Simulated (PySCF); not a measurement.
Telling isomers of C$_{5}$H$_{8}$Si apart by NMR

All values are calculated (PySCF 2.14.0 with density-fitted response routines): geometry: GFN2-xTB, σ from GIAO-PBE0/pcSseg-1. Relativity neglected, one computed conformer, gas phase, averaged over atoms made equivalent by symmetry, fast rotation or ring inversion.

Shifts are taken against calculated references (same method and geometry level): TMS for $^{1}$H (σref 31.72), $^{13}$C (σref 186.93). Where no couplings were computed, multiplicities follow the n + 1 count of equivalent neighbours, and m marks all less simple cases (inequivalent or close neighbours, rings, F or P nearby). Shifts are as computed. Against solution values, carbons near 30 ppm lie about +3 ppm off and those near 130 ppm about +5 ppm. Of 1211 compounds with measured shifts, 218 miss one by over three times the rms of a fit or turn the order of signals round; such compounds aren't used in these exercises.

(1) Tabulate the signals of `C#CC1C[SiH2]C1`, `C#C[C@]1(C)C[SiH2]1` and their relative energies.

(2) What is the quickest way to tell C#CC1C[SiH2]C1 from C#C[C@]1(C)C[SiH2]1?

## Answers

(1) 
```tsv
SMILES	carbon types	δC	δH	E rel. (kcal/mol)
C#CC1C[SiH2]C1	1×C 2×CH 2×CH2	95.9, 77.2, 24.4, 19.9	4.73 (m, 1H), 4.65 (m, 1H), 3.19 (m, 1H), 1.90 (m, 2H), 1.88 (d, 1H), 1.81 (m, 2H)	0.0
C#C[C@]1(C)C[SiH2]1	2×C 1×CH 1×CH2 1×CH3	95.4, 71.3, 25.7, 13.6, 6.7	2.97 (m, 1H), 2.79 (m, 1H), 1.46 (s, 3H), 1.43 (s, 1H), 1.08 (m, 1H), 0.68 (m, 1H)	10.6
```

Energies are electronic energies at PBE0/pcSseg-1 on these geometries, without zero-point or thermal terms, each for the one conformer computed, which needn't be the lowest.

(2) Count the carbon signals: 4 against 5. The first has a propargylic sp3 CH at 24.4 ppm, the second a methyl carbon (CH3) at 25.7 ppm. Their most deshielded carbons lie at 95.9 and 95.4 ppm. In the proton spectra the most deshielded non-exchanging signals are 4.73 (m, 1H) and 2.97 (m, 1H).
